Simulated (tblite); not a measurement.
Parent: `[CH3:1][C:2](=[O:3])[SiH2:4][CH2:5][Cl:6]` with C1–C2–Si4–C5 180°, C2–Si4–C5–Cl6 180°, C3H7ClOSi.

Computed geometry: GFN2-xTB, gas phase. One conformer each, not checked by frequencies here.

```json
{"coordinate of the parent": "C1–C2", "value": "1.503 Å"}
{"coordinate of the parent": "C2=O3", "value": "1.209 Å"}
{"coordinate of the parent": "C2–Si4", "value": "1.933 Å"}
{"coordinate of the parent": "Si4–C5", "value": "1.904 Å"}
{"coordinate of the parent": "C5–Cl6", "value": "1.788 Å"}
{"coordinate of the parent": "C1–C2–O3", "value": "122.3°"}
{"coordinate of the parent": "C1–C2–Si4", "value": "116.8°"}
{"coordinate of the parent": "O3–C2–Si4", "value": "120.9°"}
{"coordinate of the parent": "C2–Si4–C5", "value": "106.7°"}
{"coordinate of the parent": "Si4–C5–Cl6", "value": "109.1°"}
```

**Question.** How does the shared frame change in `[O:1]=[C:2]([CH2:3][C:4]([Cl:5])([Cl:6])[Cl:7])[SiH2:8][CH2:9][Cl:10]` with O1–C2–C3–C4 -1°, O1–C2–Si8–C9 98°, C2–Si8–C9–Cl10 65°, C4H6Cl4OSi? Atoms pair as C1 = C3, C2 = C2, O3 = O1, Si4 = Si8, C5 = C9, Cl6 = Cl10 (parent first).

**Answer.** 
```
    parent     relative  value in the relative  change
     C1–C2        C3–C2                1.520 Å  +0.017
     C2=O3        C2=O1                1.204 Å  -0.005
    C2–Si4       C2–Si8                1.933 Å   0.000
    Si4–C5       Si8–C9                1.916 Å  +0.012
    C5–Cl6      C9–Cl10                1.789 Å  +0.001
  C1–C2–O3     C3–C2–O1                 123.5°    +1.2
 C1–C2–Si4    C3–C2–Si8                 116.3°    -0.5
 O3–C2–Si4    O1–C2–Si8                 120.2°    -0.7
 C2–Si4–C5    C2–Si8–C9                 105.7°    -1.0
Si4–C5–Cl6  Si8–C9–Cl10                 109.3°    +0.2
```

Of the parent's bonds, C1–C2 changes most (+0.017 Å). Bonds of the relative outside the shared frame: C3–C4 1.516, C4–Cl5 1.774, C4–Cl6 1.788, C4–Cl7 1.775 Å. Point group Cs → C1.
